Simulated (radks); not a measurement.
Values are calculated unless marked as measured or tabulated.
Question: Species: Ni+. Configuration: [Ar] 3d6 4s1 4p2 (not the ground configuration). Level of theory: scalar-relativistic Kohn-Sham, PBE, spin-unpolarised, spherical densities, point nucleus (a radial shooting solver on a logarithmic mesh with Libxc functionals). Some entries of the table are withheld. Estimate them.

orbital,occ.,eigenvalue (Ry),<1/r> (bohr^-1)
1s,2,-605.6448,28.09
2s,2,-74.34308,6.070
2p,6,-64.25145,5.955
3s,2,-10.15154,1.946
3p,6,-7.20424,(1)
3d,6,-2.49342,1.498
4s,1,-1.35791,0.5858
4p,2,(2),0.4762

Answer: 
(1) 3p <1/r> (bohr^-1): 1.808
(2) 4p eigenvalue (Ry): -0.83153
